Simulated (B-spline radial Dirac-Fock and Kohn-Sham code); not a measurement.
Neutral lead: differential elastic cross section for electrons at 251 eV

The computed values come from a B-spline atomic structure program: relativistic (Dirac) partial waves in the static field of the Dirac-Fock atom with Furness-McCarthy exchange, without polarisation or absorption potentials. Below a few hundred eV the neglected polarisation potential matters, most of all at small angles.

Input file task.json (cfg lists n, l and occupation; rrms is the nuclear radius in fm):

```json
{"items": [{
  "Z": 82,
  "q": 0,
  "cfg": [[1, 0, 2], [2, 0, 2], [2, 1, 6], [3, 0, 2], [3, 1, 6], [3, 2, 10], [4, 0, 2], [4, 1, 6], [4, 2, 10], [4, 3, 14], [5, 0, 2], [5, 1, 6], [5, 2, 10], [6, 0, 2], [6, 1, 2]],
  "A": 208,
  "rrms": 5.5012,
  "do": "elastic",
  "energies": [[251.0, 0]],
  "theta": [0, 10, 20, 30, 40, 50, 60, 70, 80, 90, 100, 110, 120, 130, 140, 150, 160, 170, 180]
}]}
```

Run with: `python xray2_run.py task.json out`

```csv
θ (°),dσ/dΩ (a₀²/sr),Sherman function
0,130,0.000
10,56.8,0.006
20,15.0,0.022
30,2.58,0.031
40,0.443,-0.225
50,1.50,-0.068
60,1.53,-0.011
70,0.565,0.055
80,0.0180,0.458
90,0.131,-0.308
100,0.253,-0.246
110,0.148,-0.300
120,0.0803,-0.127
130,0.115,0.102
140,0.0648,0.160
150,0.00941,-0.558
160,0.269,-0.066
170,0.803,-0.019
180,1.09,0.000
```

Q: What integrated cross sections go with this distribution?

A: The total elastic cross section is 25.0 a₀², the first transport cross section 3.90 a₀² and the second, weighted with (3/2) sin²θ, 6.77 a₀². The mean deflection is ⟨1 − cos θ⟩ = 0.156, and 4.1 % of the collisions scatter beyond 90°.

On this grid of angles the cross section has minima near 40°, 80°, 120°, 150°, from interference among the few low partial waves with large phase shifts.
